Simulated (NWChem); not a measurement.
System: C₂H₄Cl₂OSi; SMILES O=CC[SiH](Cl)Cl

Here is an NWChem input.

```
start job
memory heap 200 mb stack 900 mb global 1100 mb
geometry units angstroms noautosym nocenter noautoz
  O      0.547910     3.189607    -0.372662
  C      0.176220     2.351987     0.404125
  C      0.866133     1.034792     0.615397
  Si     0.107380    -0.356377    -0.392476
  Cl     1.041233    -2.115280     0.125910
  Cl    -1.898947    -0.487826     0.058548
  H     -0.749724     2.501384     1.016325
  H      0.813558     0.726192     1.672516
  H      1.920180     1.116241     0.302789
  H      0.250244    -0.151738    -1.852168
end
basis spherical
  * library sto-3g
end
dft
  xc m06-2x
  iterations 150
end
cosmo
  do_cosmo_smd true
  solvent water
end
task dft energy
```

Output (shortened):

```
             Northwest Computational Chemistry Package (NWChem) 7.3.0
             --------------------------------------------------------

                             Geometry "geometry" -> ""
                             -------------------------

 Output coordinates in angstroms (scale by  1.889725989 to convert to a.u.)

  No.       Tag          Charge          X              Y              Z
 ---- ---------------- ---------- -------------- -------------- --------------
    1 O                    8.0000     0.54791000     3.18960700    -0.37266200
    2 C                    6.0000     0.17622000     2.35198700     0.40412500
    3 C                    6.0000     0.86613300     1.03479200     0.61539700
    4 Si                  14.0000     0.10738000    -0.35637700    -0.39247600
    5 Cl                  17.0000     1.04123300    -2.11528000     0.12591000
    6 Cl                  17.0000    -1.89894700    -0.48782600     0.05854800
    7 H                    1.0000    -0.74972400     2.50138400     1.01632500
    8 H                    1.0000     0.81355800     0.72619200     1.67251600
    9 H                    1.0000     1.92018000     1.11624100     0.30278900
   10 H                    1.0000     0.25024400    -0.15173800    -1.85216800

 Effective nuclear repulsion energy (a.u.)     415.4911649661

                                 NWChem DFT Module
                                 -----------------

 Summary of "ao basis" -> "ao basis" (spherical)
 ------------------------------------------------------------------------------
       Tag                 Description            Shells   Functions and Types
 ---------------- ------------------------------  ------  ---------------------
 O                           sto-3g                  3        5   2s1p
 C                           sto-3g                  3        5   2s1p
 Si                          sto-3g                  5        9   3s2p
 Cl                          sto-3g                  5        9   3s2p
 H                           sto-3g                  1        1   1s

 in cosmo_initialize ...
 calling solv_data for solv:h2o

 solvent parameters
 solvname_short: h2o
 solvname_long:  water
 dielec:       78.4000
 dielecinf:     1.7769
 aqueous SMD model solvent descriptors
 dielec:       78.4000
 sola:          0.8200

[...]

                                COSMO-SMD solvation results
                                ---------------------------

             internal energy in gas <Psi(g)|H|Psi(g)> =     -1348.504559533801
         internal energy in solvent <Psi(s)|H|Psi(s)> =     -1348.503665727976
                               delta internal energy  =         0.000893805825 (    0.56 kcal/mol)
   total free energy in solvent <Psi(s)|H+V/2|Psi(s)> =     -1348.514095793536
 polarization energy contribution <Psi(s)|V/2|Psi(s)> =        -0.010430065560 (   -6.54 kcal/mol)
    total free energy in solvent including G(SMD-CDS) =     -1348.507985684327
                       G(SMD-CDS) energy contribution =         0.006110109209 (    3.83 kcal/mol)
     1 M fixed-concentration free energy of solvation =        -0.003426150527 (   -2.15 kcal/mol)

                       DFT Final Molecular Orbital Analysis
                       ------------------------------------

 Vector   34  Occ=2.000000D+00  E=-3.158911D-01
              MO Center= -4.9D-01, -1.2D+00,  8.4D-02, r^2= 3.8D+00
   Bfn.  Coefficient  Atom+Function         Bfn.  Coefficient  Atom+Function
  ----- ------------  ---------------      ----- ------------  ---------------
    31      0.692177   5 Cl px               41     -0.665418   6 Cl py
    40      0.281548   6 Cl px               42      0.193474   6 Cl pz
    27     -0.188598   5 Cl px               37      0.181259   6 Cl py
    33     -0.156869   5 Cl pz               32      0.084400   5 Cl py
    36     -0.076817   6 Cl px               38     -0.052678   6 Cl pz

 Vector   35  Occ=2.000000D+00  E=-3.010420D-01
              MO Center= -1.2D-01, -2.7D-01, -3.5D-02, r^2= 5.2D+00
   Bfn.  Coefficient  Atom+Function         Bfn.  Coefficient  Atom+Function
  ----- ------------  ---------------      ----- ------------  ---------------
    42      0.510554   6 Cl pz               33      0.468242   5 Cl pz
    41      0.272885   6 Cl py               46      0.273455  10 H  s
    32      0.244965   5 Cl py                5     -0.228613   1 O  pz
    15      0.221337   3 C  pz               13      0.206379   3 C  px
    14      0.184958   3 C  py                4     -0.164512   1 O  py

 Vector   36  Occ=2.000000D+00  E=-2.381064D-01
              MO Center=  4.1D-01,  2.7D+00, -3.9D-02, r^2= 2.0D+00
   Bfn.  Coefficient  Atom+Function         Bfn.  Coefficient  Atom+Function
  ----- ------------  ---------------      ----- ------------  ---------------
     3      0.678494   1 O  px                4     -0.490565   1 O  py
    43      0.355151   7 H  s                14     -0.316122   3 C  py
     5     -0.205566   1 O  pz               12     -0.168430   3 C  s
    32     -0.142230   5 Cl py               13      0.124359   3 C  px
     8     -0.089996   2 C  px                9      0.072394   2 C  py

 Vector   37  Occ=0.000000D+00  E= 1.236301D-01
              MO Center=  3.4D-01,  1.5D+00,  6.5D-02, r^2= 4.4D+00
   Bfn.  Coefficient  Atom+Function         Bfn.  Coefficient  Atom+Function
  ----- ------------  ---------------      ----- ------------  ---------------
    21      0.630550   4 Si s                10      0.475274   2 C  pz
     5     -0.454541   1 O  pz                8      0.380202   2 C  px
    32     -0.376681   5 Cl py                3     -0.363878   1 O  px
    40     -0.256202   6 Cl px               24      0.251559   4 Si pz
     4     -0.238985   1 O  py                9      0.224945   2 C  py

[...]
```

Level: M06-2X/STO-3G, SMD on the gas-phase geometry. All runs use the structure optimised with PBE0/def2-SVP. Solvent: water.
